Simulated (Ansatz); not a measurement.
Cost and result for the atomization energy of AlH4NOSi (`O[SiH]1[NH][AlH]1`) (8 atoms, 8 bonds).

Charge 0, multiplicity 1. The geometry is a stationary point of PBE0-D4/def2-TZVP. It is one conformer, not always the lowest. Program: Ansatz. All runs use 2 threads of an Arm Neoverse V2 on a shared host. Times are those of one run each, without the atoms' runs, and a repeat can differ threefold. Electronic energies, without spin–orbit coupling; frozen cores. CCSD(T)/CBS adds CCSD(T) − MP2 in def2-TZVPP to the MP2 limit, and its time is that of the two runs behind it. T1 = 0.014.

CCSD(T)/CBS is a level of theory with its own doubt, some kJ/mol a heavy atom from the limit and from the frozen cores, so smaller differences don't rank the functionals.

```
                             level  functions  wall time
            LDA (SPW92)/def2-TZVPP        202      1.3 s
                  CCSD(T)/def2-SVP         84      1.8 s
                BLYP-D4/def2-TZVPP        202      2.1 s
   PBE-D4/def2-TZVPP (with forces)        202      2.4 s
               BHLYP-D4/def2-TZVPP        202      2.9 s
                 B2PLYP/def2-TZVPP        202      4.9 s
r2SCAN-D4/def2-TZVPP (with forces)        202      4.9 s
             r2SCANh-D4/def2-TZVPP        202        5 s
                ωB97X-V/def2-TZVPP        202      8.5 s
  ωB97M-V/def2-TZVPP (with forces)        202       12 s
                    MP2/def2-QZVPP        374       14 s
                CCSD(T)/def2-TZVPP        202       46 s
                 CCSD(T)/CBS(def2)          –       60 s
```

What atomization energy does each give, and how far from CCSD(T)/CBS? (An estimate is asked.)

The calculation gave: 
| level | atomization (kcal/mol) | difference from CCSD(T)/CBS | per bond |
| --- | --- | --- | --- |
| LDA (SPW92)/def2-TZVPP | 723.7 | 91.2 | 11.4 |
| CCSD(T)/def2-SVP | 570.2 | -62.3 | -7.8 |
| BLYP-D4/def2-TZVPP | 629.0 | -3.5 | -0.4 |
| PBE-D4/def2-TZVPP (with forces) | 637.9 | 5.4 | 0.7 |
| BHLYP-D4/def2-TZVPP | 605.2 | -27.3 | -3.4 |
| B2PLYP/def2-TZVPP | 621.2 | -11.3 | -1.4 |
| r2SCAN-D4/def2-TZVPP (with forces) | 630.8 | -1.7 | -0.2 |
| r2SCANh-D4/def2-TZVPP | 624.8 | -7.7 | -1.0 |
| ωB97X-V/def2-TZVPP | 634.1 | 1.6 | 0.2 |
| ωB97M-V/def2-TZVPP (with forces) | 632.3 | -0.2 | 0.0 |
| MP2/def2-QZVPP | 636.5 | 4.0 | 0.5 |
| CCSD(T)/def2-TZVPP | 609.2 | -23.3 | -2.9 |
| CCSD(T)/CBS(def2) | 632.5 | 0.0 | 0.0 |

In def2-TZVPP, CCSD(T) changes the Hartree–Fock value by +184.4 kcal/mol (the triples alone add +11.7 kcal/mol) and MP2 by +197.6 kcal/mol; breaking electron pairs costs correlation energy, which Hartree–Fock lacks. The D4 term adds +6.2 kcal/mol with B3LYP and +3.2 kcal/mol with PBE0; it sums over pairs of atoms, weighted by their polarisabilities, and B3LYP, whose exchange is more repulsive, gets the larger term. From PBE to PBE0 (25 % exact exchange), in def2-TZVPP and without D4, the atomization energy moves by −14.6 kcal/mol: exact exchange takes away binding that semilocal exchange gives to molecules.

B3LYP here is the variant with VWN-RPA as its local correlation; programs differ in this.
